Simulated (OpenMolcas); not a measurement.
Fe2+: moving or changing the point charges

Fe2+ among 2 point charges of -2 e arranged as a linear pair (D∞h), 2.14 Å from the ion.
```
   0.0000    0.0000    2.1400  -2.00
   0.0000    0.0000   -2.1400  -2.00
```

```
Program             : OpenMolcas 26.06
Method              : CASSCF
Basis               : ANO-RCC-VDZP [5s4p2d1f]
Scalar Hamiltonian  : DKH2, point nucleus
Active space        : 6 electrons in 5 orbitals (3d)
State averaging     : 2S+1 = 5 even, 5 roots; 2S+1 = 3 even, 45 roots; 2S+1 = 1 even, 50 roots
Spin-orbit coupling : RASSI with atomic mean-field integrals over the reference wave functions
```

Runs around this geometry, states (labels by Λ). Energies in cm-1 above the lowest state or level, χT in cm3 K/mol.

| R (Å) | q (e) | Ground state | First state of that spin | First gap with spin-orbit (degeneracies) | χT at 300 K | First state of another spin |
| --- | --- | --- | --- | --- | --- | --- |
| 2.14 | -1.6 | 5Δ | 5Π 6477 | 209.1 (2, 2) | 4.905 | 3Φ 23562 |
| 2 | -2 | 5Δ | 5Π 9525 | 208.3 (2, 2) | 4.881 | 3Φ 23371 |
| 2.14 | -2 | 5Δ | 5Π 8050 | 208.9 (2, 2) | 4.891 | 3Φ 23543 |
| 2.32 | -2 | 5Δ | 5Π 6538 | 209.1 (2, 2) | 4.905 | 3Φ 23666 |

Taking the first state of the same spin as R^-n, n = -ln(6538 / 9525) / ln(2.32 / 2) = 2.5 between the shortest and longest distance.

Scaling the charges by -1.6 / -2 = 0.80 scales the first state of the same spin by 6477 / 8050 = 0.80; with fixed orbitals a first-order splitting would follow the charge.

Without dynamic correlation the repulsion within the d shell is too large (B by tens of per cent), so at a given field states of lower spin stand too high. This is an electrostatic model: the charges have no orbitals. No measured value stands beside these numbers.
